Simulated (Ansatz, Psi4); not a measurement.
Psi4 was given this input:
```
memory 2 GB

molecule {
0 1
Si   -0.28890628    0.94648061    0.77145085
H     0.38260808    2.12232723    0.12965429
Si    0.20732861   -0.80767768   -0.59742707
H     0.99631510   -0.86130348   -1.84096251
H    -1.09168725   -1.38838644   -0.98924045
H     0.85485143   -1.81587820    0.26421584
}

set {
  basis def2-svp
  scf_type pk
  puream true
  d_convergence 1e-8
  dft_radial_points 99
  dft_spherical_points 590
}

energy('b3lyp')
print_variables()
```

Q: Write the same job for Ansatz (an electronic-structure program).

A: One answer among several that fit: 
Ansatz 0.2 input:
```yaml
crystal:
  periodic: [false, false, false]
  atoms:
    - {symbol: Si, position_ang: [-0.28890628, 0.94648061, 0.77145085]}
    - {symbol: H, position_ang: [0.38260808, 2.12232723, 0.12965429]}
    - {symbol: Si, position_ang: [0.20732861, -0.80767768, -0.59742707]}
    - {symbol: H, position_ang: [0.99631510, -0.86130348, -1.84096251]}
    - {symbol: H, position_ang: [-1.09168725, -1.38838644, -0.98924045]}
    - {symbol: H, position_ang: [0.85485143, -1.81587820, 0.26421584]}
basis:
  gaussian:
    orbitals: def2-SVP
hamiltonian:
  xc: b3lyp
accuracy: high
```

Both were run: Psi4 gave -581.157736 Eh and Ansatz -581.157736 Eh, 0.000 mEh apart.
